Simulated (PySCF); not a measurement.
C2H11NSi2.
Z-matrix (Å and degrees, PBE0-D3(BJ)/def2-SVP geometry), rows numbered from 1:
```
C 
N   1  1.4424
Si  2  1.7349  1  124.47
C   3  1.8791  2  109.29  1   -63.74
Si  4  1.8836  3  112.09  2   -41.91
H   1  1.1028  2  111.36  3   151.58
H   1  1.1078  2  114.15  3   -86.21
H   1  1.1021  2  110.05  3    34.06
H   2  1.0133  1  113.99  3   155.91
H   3  1.4947  2  105.65  1   177.36
H   3  1.5043  2  114.28  1    58.54
H   4  1.1038  3  108.78  2  -163.36
H   4  1.1034  3  110.67  2    80.07
H   5  1.4979  4  110.67  3  -167.54
H   5  1.4955  4  110.72  3   -48.04
H   5  1.4941  4  110.92  3    72.95
```

All values: CAM-B3LYP/def2-SVPD (PySCF, non-relativistic), on one gas-phase PBE0-D3(BJ)/def2-SVP geometry that isn't relaxed in the solvent. The solvent is an IEF-PCM continuum (van der Waals radii × 1.2), and excitations are vertical TDDFT with non-equilibrium linear response and a frozen core. The model holds no explicit solvent molecules, cavitation or dispersion.

Gas-phase singlets (H = HOMO, L = LUMO):

| state | E (eV) | λ (nm) | f | leading configurations |
| --- | --- | --- | --- | --- |
| S1 | 5.983 | 207 | 0.002 | H→L 60%, H→L+1 29% |
| S2 | 6.646 | 187 | 0.011 | H→L+1 57%, H→L 26% |
| S3 | 7.332 | 169 | 0.018 | H→L+4 55%, H→L+2 12% |
| S4 | 7.403 | 167 | 0.039 | H→L+3 32%, H→L+2 26% |
| S5 | 7.474 | 166 | 0.029 | H→L+6 38%, H→L+8 21% |

Question: What are the lowest 5 singlets in benzene (ε = 2.271)?

Answer: 
```
state  E (eV)  λ (nm)      f  leading configurations  change by rank (eV)
   S1   6.002     207  0.003      H→L 56%, H→L+1 28%               +0.019
   S2   6.634     187  0.015      H→L+1 56%, H→L 26%               -0.012
   S3   7.284     170  0.035    H→L+4 40%, H→L+3 26%               -0.048
   S4   7.365     168  0.043    H→L+4 37%, H→L+3 28%               -0.038
   S5   7.455     166  0.044    H→L+8 32%, H→L+7 27%               -0.019
```

Question: How do the frontier levels move from gas to benzene?

Answer: 
| orbital | gas (eV) | solvent (eV) | change (eV) |
| --- | --- | --- | --- |
| LUMO+2 | 1.74 | 1.77 | +0.03 |
| LUMO+1 | 1.37 | 1.46 | +0.09 |
| LUMO | 1.07 | 1.17 | +0.10 |
| HOMO | -8.15 | -8.05 | +0.10 |
| HOMO-1 | -9.89 | -9.84 | +0.05 |
| HOMO-2 | -10.43 | -10.38 | +0.05 |
| HOMO-3 | -10.67 | -10.64 | +0.03 |

The HOMO–LUMO gap goes from 9.23 to 9.22 eV.
